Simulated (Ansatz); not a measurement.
A geometry relaxed with PBE0-D3(BJ)/def2-SVP (Ansatz, a quantum-chemistry and plane-wave program), charge 0, multiplicity 1:

```xyz
16

H      1.3637     1.9824    -1.3030
H      2.4635     2.5986     0.7847
Si     0.3096    -1.8333    -0.5682
H     -1.9603    -1.3505     1.6141
H      0.4220    -1.5569    -2.0365
H      0.4877    -3.3017    -0.3399
H     -1.5554     1.5820    -1.6017
H      3.3148    -0.8967     0.0308
Si    -1.7893    -1.0761     0.1534
H      1.8878    -0.8226     2.0079
S     -0.4192     2.2146     1.1276
H     -2.8932    -1.7483    -0.6045
Si    -1.8494     1.2475    -0.1726
Si     1.4460     1.6995     0.1646
Si     1.9438    -0.5640     0.5354
H     -3.1720     1.8255     0.2080
```

Q: Write the SMILES of this molecule.

A: `[SiH2]1[SiH2][SiH2]S[SiH2][SiH2]1`
